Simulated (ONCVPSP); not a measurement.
Pseudopotential generation for Pm (Z = 61): ONCV, PBEsol, fully relativistic.

Pm, optimised norm-conserving Vanderbilt (ONCV), made with ONCVPSP 4.0.1 (PBEsol, fully relativistic). Core [Kr] 4d10 5s2, reference 4f5 5p6 (charge +2). Waves: s scattering state at 0.3 Ha: rc 1.90 bohr, ncon 5, nbas 10, qcut 3 1/bohr, 1 projector; 5p: rc 1.95 bohr, ncon 3, nbas 8, qcut 7.6 1/bohr, 2 projectors, debl 0.4 Ha; d scattering state at 0.21 Ha: rc 1.75 bohr, ncon 3, nbas 6, qcut 5 1/bohr, 2 projectors, debl 2.3 Ha; 4f: rc 1.05 bohr, ncon 5, nbas 10, qcut 17 1/bohr, 2 projectors, debl 2 Ha. Local part: polynomial inside 0.65 bohr (lpopt 5, dvloc0 0 Ha). Core correction: Teter function, fcfact 2.75, rcfact 1.6.

Open shells are filled in proportion to 2j + 1.

Question: Does this generation succeed?

Answer: No. ONCVPSP 4.0.1 stopped with "optimize: ERROR ps0norm > uunorm, code will stop": the continuity conditions at rc already need more norm inside rc than the all-electron wave has, so norm conservation cannot be met. It happened in the s channel.
